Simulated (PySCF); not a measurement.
**Cost of excited-state runs on SMILES O=CNCCCC, C₅H₁₁NO**

Geometry:
```csv
atom,x (Å),y (Å),z (Å)
C1,2.274,0.909,-0.572
C2,1.087,0.377,0.216
C3,0.195,-0.553,-0.594
C4,-0.986,-1.123,0.183
N5,-1.916,-0.121,0.651
C6,-3.116,0.097,0.057
O7,-3.550,-0.519,-0.889
H8,2.900,1.578,0.036
H9,2.914,0.087,-0.931
H10,1.941,1.476,-1.457
H11,1.447,-0.154,1.116
H12,0.488,1.229,0.585
H13,-0.189,-0.023,-1.482
H14,0.795,-1.398,-0.975
H15,-1.566,-1.799,-0.461
H16,-0.627,-1.711,1.045
H17,-1.655,0.478,1.423
H18,-3.682,0.924,0.551
```

PySCF with density fitting, on 1 thread of an Arm Neoverse V1, shared host. Command: `OMP_NUM_THREADS=1 python excited_run.py task.json out`

Q: How long does each of these runs take, and how much memory?
- first hyperpolarisability, CAM-B3LYP/aug-cc-pVDZ; writes grids
- excited states, wB97X-D/def2-TZVP; Tamm-Dancoff; spin-orbit couplings; 6 states; 5 triplets; quadratic response for 4 states; IEF-PCM acetonitrile
- excited states, wB97X-D/def2-TZVP; Tamm-Dancoff; spin-orbit couplings; 6 states; 5 triplets; quadratic response for 4 states; writes grids
- excited states, CAM-B3LYP/aug-cc-pVDZ; two-photon moments; 8 states; quadratic response for 6 states; 0 triplets

A: 
| run | level | basis functions | wall time | peak memory (GiB) |
| --- | --- | --- | --- | --- |
| first hyperpolarisability | CAM-B3LYP/aug-cc-pVDZ | 260 | 62 s | 1.1 |
| excited states | wB97X-D/def2-TZVP | 283 | 69 s | 1.2 |
| excited states | wB97X-D/def2-TZVP | 283 | 75 s | 1.1 |
| excited states | CAM-B3LYP/aug-cc-pVDZ | 260 | 77 s | 1.1 |

Times from a shared host are rough.
